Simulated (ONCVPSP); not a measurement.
## Tl (Z = 81): ONCV pseudisation with PBE, fully relativistic reference atom.

ONCVPSP 4.0.1 input, shortened (lines: element, Z, core and valence counts, functional; n l f; lmax; l rc ep ncon nbas qcut; lloc lpopt rc5 dvloc0; l nproj debl; icmod fcfact rcfact), PBE, fully relativistic:

```
  Tl 81.00   12    3        4      upf
    1    0    2.00
    2    0    2.00
    2    1    6.00
    3    0    2.00
    3    1    6.00
    3    2   10.00
    4    0    2.00
    4    1    6.00
    4    2   10.00
    4    3   14.00
    5    0    2.00
    5    1    6.00
    5    2   10.00
    6    0    2.00
    6    1    1.00
    2
    0    1.90    0.00    4    9    3.10
    1    3.10    0.00    4    7    2.10
    2    1.55    0.00    4    9   10.30
    4    4    1.50    1.00
    0    2    2.40
    1    1    1.70
    2    2    0.30
    3    6.00    1.40
```

Open shells are filled in proportion to 2j + 1.

In the d channel the program set the typed energies aside and used -0.536, 0.250 Ha (j = l + 1/2; the other j can differ).

All-electron outer shells of the reference configuration (PBE, scalar-relativistic, ld1.x):

```json
{"shell": "4f", "level (eV)": "-114.03", "outermost node (bohr)": "–", "outermost maximum (bohr)": "0.36"}
{"shell": "5p", "level (eV)": "-76.10", "outermost node (bohr)": "0.50", "outermost maximum (bohr)": "0.91"}
{"shell": "5d", "level (eV)": "-15.49", "outermost node (bohr)": "0.53", "outermost maximum (bohr)": "1.11"}
{"shell": "6s", "level (eV)": "-9.55", "outermost node (bohr)": "1.04", "outermost maximum (bohr)": "2.08"}
{"shell": "6p", "level (eV)": "-2.37", "outermost node (bohr)": "1.23", "outermost maximum (bohr)": "2.91"}
```

Question: Does the generator finish with these settings?

Answer: Yes, a potential is produced and its reference levels are reproduced.

Question: Estimate the cutoffs (Ha) at which the residual kinetic energy of the hardest occupied pseudo-wave falls to 1 and 0.1 mHa per electron.

Answer: 25 Ha and 30 Ha.

Question: Does the potential have ghost states?

Answer: No bound ghost flagged; GHOST(+) flagged for p3/2 at 9.9 eV, p1/2 at 19.4 eV, s at 40.6 eV.

Question: Which valence shell sets the plane-wave cutoff?

Answer: 5d: 25 Ha for 1 mHa per electron, against 8 Ha for 6s.

Its largest configuration-test error is +48 meV (5d10 6s0 6p3). 1 of 4 tests not solved or not reliable.
